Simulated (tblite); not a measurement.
Compound: C₄H₅O₄ (charge -1).
Bonds: C1–C2 (double), C2–O3, C2–O4, O4–C5, C5–C6, C6–O7 (double), C6–O8. Hydrogens: H9, H10 on C1; H11, H12 on C5; H13 on O8.
Bond orders are those of one Lewis drawing.

Computed with GFN2-xTB (tblite), gas phase: L-BFGS steps from a force-field or distance-geometry start until the largest atomic force falls under 0.01 eV/Å.

Step 58: E = -750.4022 eV
```
atom  x, y, z in Å  |  force x, y, z in eV/Å
C1      2.6116    0.0427   -0.1237    0.028   0.002   0.031
C2      1.4671   -0.3522    0.4576   -0.016   0.052  -0.039
O3      1.2481   -0.9216    1.5532   -0.036  -0.056   0.016
O4      0.2858   -0.0680   -0.3700   -0.031  -0.015  -0.022
C5     -0.8609   -0.6247    0.1680   -0.006  -0.021   0.020
C6     -1.9834    0.3098    0.4304    0.039  -0.011   0.011
O7     -3.1478   -0.0300    0.5318   -0.029   0.060  -0.012
O8     -1.6293    1.5973    0.5927    0.026  -0.033   0.012
H9      3.5508   -0.1059    0.3759    0.056   0.014   0.035
H10     2.6133    0.5332   -1.0784   -0.028   0.004  -0.044
H11    -1.2367   -1.4677   -0.4359    0.001   0.010   0.043
H12    -0.5075   -1.0351    1.1689    0.021   0.016  -0.040
H13    -2.4154    2.1227    0.8048   -0.023  -0.024  -0.010
```

Step 59: E = -750.4032 eV
```
atom  x, y, z in Å  |  force x, y, z in eV/Å
C1      2.6079    0.0458   -0.1249    0.038   0.012   0.035
C2      1.4652   -0.3531    0.4574   -0.006   0.048  -0.037
O3      1.2474   -0.9190    1.5553   -0.028  -0.057   0.004
O4      0.2858   -0.0808   -0.3739   -0.061   0.015  -0.025
C5     -0.8625   -0.6295    0.1689   -0.004  -0.051   0.036
C6     -1.9817    0.3103    0.4285    0.041  -0.015   0.017
O7     -3.1496   -0.0211    0.5196   -0.008   0.054  -0.016
O8     -1.6193    1.5938    0.6018    0.024  -0.024   0.004
H9      3.5472   -0.0948    0.3762    0.067   0.012   0.044
H10     2.6092    0.5389   -1.0786   -0.039  -0.012  -0.037
H11    -1.2406   -1.4733   -0.4306   -0.020  -0.005   0.021
H12    -0.5089   -1.0408    1.1698    0.020   0.043  -0.041
H13    -2.4043    2.1242    0.8056   -0.022  -0.020  -0.005
```

Step 60: E = -750.4042 eV
```
atom  x, y, z in Å  |  force x, y, z in eV/Å
C1      2.6048    0.0496   -0.1260    0.041   0.026   0.033
C2      1.4634   -0.3541    0.4564    0.003   0.027  -0.019
O3      1.2472   -0.9182    1.5562   -0.016  -0.044  -0.028
O4      0.2847   -0.0951   -0.3785   -0.068   0.044  -0.018
C5     -0.8647   -0.6353    0.1711    0.000  -0.062   0.033
C6     -1.9794    0.3110    0.4270    0.032  -0.013   0.019
O7     -3.1514   -0.0097    0.5054    0.013   0.038  -0.018
O8     -1.6087    1.5902    0.6120    0.009  -0.007   0.000
H9      3.5446   -0.0831    0.3775    0.051   0.015   0.037
H10     2.6047    0.5462   -1.0790   -0.043  -0.036  -0.011
H11    -1.2457   -1.4796   -0.4234   -0.044  -0.028  -0.004
H12    -0.5098   -1.0462    1.1709    0.024   0.061  -0.022
H13    -2.3939    2.1249    0.8055   -0.003  -0.022  -0.003
```

**Question.** Estimate the geometry and energy of step 61. (The exact step hangs on the optimiser's Hessian estimate; all steps are aligned on step 60, rigid shifts and turns removed.)

**Answer.** E = -750.4052 eV, largest force 0.085 eV/Å
```
atom  x, y, z in Å  |  force x, y, z in eV/Å
C1      2.6027    0.0541   -0.1265    0.015   0.036   0.027
C2      1.4620   -0.3557    0.4542    0.018   0.005  -0.006
O3      1.2479   -0.9219    1.5538   -0.001  -0.032  -0.040
O4      0.2823   -0.1073   -0.3820   -0.052   0.065  -0.014
C5     -0.8667   -0.6412    0.1753   -0.003  -0.044   0.010
C6     -1.9770    0.3117    0.4260    0.001  -0.009   0.012
O7     -3.1532    0.0021    0.4892    0.037   0.019  -0.016
O8     -1.5993    1.5870    0.6222    0.005   0.008  -0.001
H9      3.5432   -0.0738    0.3778    0.034   0.018   0.032
H10     2.5998    0.5555   -1.0779   -0.038  -0.053   0.005
H11    -1.2506   -1.4865   -0.4135   -0.063  -0.051  -0.027
H12    -0.5098   -1.0486    1.1735    0.035   0.057   0.017
H13    -2.3855    2.1251    0.8030    0.012  -0.019   0.001
```

The energy changes by -0.0010 eV. The first-order estimate −F·Δx gives -0.0014 eV and the mean of the old and new forces, exact on a quadratic surface, -0.0010 eV. The step makes an angle of 79° with the force vector and moves no atom by more than 0.020 Å.

What follows is the cost of the whole relaxation. On an Intel Xeon at 2.50 GHz with one thread, shared host, this took 1.1 s of wall time.
